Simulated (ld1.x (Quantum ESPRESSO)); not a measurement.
Ranking ultrasoft potentials for Al (Z = 13)

All share these settings but for the change named:

| Item | Value |
| --- | --- |
| Element | aluminium |
| Generator | ld1.x (Quantum ESPRESSO) 7.5 |
| Type | ultrasoft |
| Functional | PBEsol |
| Relativity | scalar-relativistic |
| Frozen core | [Ne] |
| Valence charge | 3 |
| Reference configuration | 3s2 3p1 |
| Partial waves | 3s (bound): rcut 1.70, rcutus 2.30 bohr; 3s channel at 0.15 Ry: rcut 1.70, rcutus 2.30 bohr; 3p (bound): rcut 1.55, rcutus 2.15 bohr; 3p channel at 0.2 Ry: rcut 1.55, rcutus 2.15 bohr; 3d channel at 0.4 Ry: rcut 1.65, rcutus 1.95 bohr; 3d channel at 3.15 Ry: rcut 1.65, rcutus 1.95 bohr |
| Local potential | all-electron potential smoothed inside 1.90 bohr (lloc = -2) |
| Core correction | a·sin(br)/r model core inside 1.40 bohr |
| Augmentation charge | built from norm-conserving waves at rcut, not smoothed further |

Test errors are all-electron minus pseudo excitation energies from the reference, over 3s2 3p0; 3s1 3p0; 3s2 3p0.5; 3s0 3p3; 3s1 3p2; 3s2 3p1.3; 3s1 3p1. None of these files shows a bound ghost.

The base gives 1.6 meV.

Of 5 variants that were run, those that failed, showed a ghost or another fault, or gave nearly equal values are left out.

**Question.** Rank these variants by their largest absolute test error, smallest first.
A. all radii but the core radius scaled by about 1.24 (s 2.84, p 2.66, d 2.42 bohr, rcut 2.10/1.92/2.04); local potential all-electron potential smoothed inside 2.36 bohr (lloc = -2)
B. all radii but the core radius scaled by about 1.35 (s 3.10, p 2.90, d 2.64 bohr, rcut 2.30/2.10/2.22); local potential all-electron potential smoothed inside 2.56 bohr (lloc = -2)
C. all radii but the core radius scaled by about 1.10 (s 2.52, p 2.36, d 2.14 bohr, rcut 1.86/1.70/1.80); local potential all-electron potential smoothed inside 2.08 bohr (lloc = -2)
D. all radii but the core radius scaled by about 0.90 (s 2.08, p 1.94, d 1.76 bohr, rcut 1.54/1.40/1.50); local potential all-electron potential smoothed inside 1.72 bohr (lloc = -2)

**Answer.** D (1.2 meV), C (3.9 meV), A (9.3 meV), B (23.5 meV).
